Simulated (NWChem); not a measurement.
System: BGeH5O2; SMILES O[B](O)[GeH3]

Input file for NWChem:

```
start job
memory heap 200 mb stack 900 mb global 1100 mb
geometry units angstroms noautoz
  B     -0.000270    -1.069309     0.000929
  Ge     0.000078     1.024226    -0.002082
  H     -0.036688     1.591064    -1.438060
  H     -1.228041     1.604402     0.733477
  H      1.264375     1.603118     0.670719
  O      1.149393    -1.787886    -0.005498
  H      1.943318    -1.248318     0.009963
  O     -1.149618    -1.788461    -0.005599
  H     -1.944195    -1.249900     0.009834
end
basis spherical
  B library sto-3g
  Ge library sto-3g
  H library sto-3g
  O library sto-3g
end
dft
  xc hfexch
  iterations 150
  mulliken
end
task dft energy
```

Structure relaxed at the PBE0/def2-SVP level.

**Question.** Predict the main results of this run. (Hartree-Fock/STO-3G.) Quantities: basis functions; energy (Ha); highest occupied level (eV); orbital gap (eV); dipole (D).

**Answer.** The number of basis functions is 38 and the energy (Ha) comes out as -2226.82. The highest occupied level (eV) is -8.32 and the orbital gap (eV) is 17.18. The dipole (D) is 1.36.
